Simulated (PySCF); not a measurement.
WOF₃, SMILES [F][W](=[O])([F])[F] (connectivity only; charge and spin as stated), neutral, multiplicity 2. Atoms are numbered in the order given.

```xyz
5

W      0.0033    -0.0462     0.0000
O      0.8017    -1.5487     0.0000
F     -0.6982     0.0180     1.7163
F      0.6567     1.7206     0.0000
F     -0.6982     0.0180    -1.7163
```
Charge 0, spin multiplicity 2.

Geometry optimised at r2SCAN-D4/def2-SVP. The multiplicity is an assumed one; other spin states were not compared. The isomer is the one that the SMILES or the coordinates give; other isomers of the formula were not compared. The def2 effective core potentials stand for the cores of W; spin–orbit coupling is left out.

Method: r2SCAN-D4/def2-SVP (PySCF).

Frequencies are harmonic and unscaled.

Computed normal modes with their intensities:
```tsv
mode	ν (cm⁻¹)	IR (km/mol)	moving atoms (share of kinetic energy)
1	57	27.2	F 72 %, O 16 %, W 12 %
2	164	6.2	F 89 %, W 11 %
3	199	11.1	F 81 %, W 15 %
4	225	6.1	O 55 %, F 35 %, W 10 %
5	286	3.4	O 52 %, F 47 %
6	675	99.8	F 89 %, W 10 %
7	710	36.5	F 97 %
8	717	157.7	F 85 %, W 15 %
9	1034	121.2	O 92 %
```
